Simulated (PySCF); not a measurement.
C₆H₁₄N₂.
Z-matrix (Å and degrees, GFN2-xTB geometry), rows numbered from 1:
```
C 
C   1  1.5227
C   2  1.5258  1  111.70
N   3  1.4552  2  110.00  1  -179.86
C   4  1.4735  3  113.92  2   175.23
C   5  1.5412  4  106.82  3   113.43
C   6  1.5361  5  102.13  4   -11.94
N   4  1.4261  3  110.38  2   -63.38
H   1  1.0882  2  110.58  3   -59.82
H   1  1.0873  2  110.45  3  -179.72
H   1  1.0882  2  110.71  3    60.19
H   2  1.0909  1  110.13  3  -120.73
H   2  1.0903  1  110.13  3   120.44
H   3  1.1023  2  109.48  1    56.35
H   3  1.0931  2  109.63  1   -62.28
H   5  1.0937  4  108.51  3  -126.44
H   5  1.0917  4  110.41  3    -7.90
H   6  1.0877  5  112.40  4  -132.88
H   6  1.0907  5  110.72  4   105.40
H   7  1.0943  6  110.62  5   -87.54
H   7  1.0884  6  113.71  5   149.72
H   8  1.0195  4  106.66  3   146.49
```

Computed at PBE0/pcSseg-1 (PySCF, non-relativistic), with Q(14N) = 0.02044 b: N4, 14N (I = 1): χzz = -7.155 MHz, η = 0.344; N8, 14N (I = 1): χzz = -6.432 MHz, η = 0.408.

Task: Find the zero-field quadrupole resonance frequencies of 14N at N4.

Result: From ν± = (3/4)|χ|(1 ± η/3) and ν0 = |χ|η/2: ν+ 5.982 MHz, ν− 4.750 MHz, ν0 1.231 MHz (hydrazine nitrogen).

Task: Where would the pure quadrupole (NQR) lines of 14N at N8 fall for the rigid, isolated species?

Result: From ν± = (3/4)|χ|(1 ± η/3) and ν0 = |χ|η/2: ν+ 5.480 MHz, ν− 4.168 MHz, ν0 1.311 MHz (hydrazine nitrogen).

In a crystal, neighbours and librations shift these lines. GFN2-xTB frequencies show an imaginary mode (21i cm⁻¹), so this geometry is no minimum at that level. GFN2-xTB bond lengths can be off by several hundredths of an ångström, more for odd bonds, and the gradients follow them. With so small a basis the couplings can be 20 % off.

One conformer stands for the species.
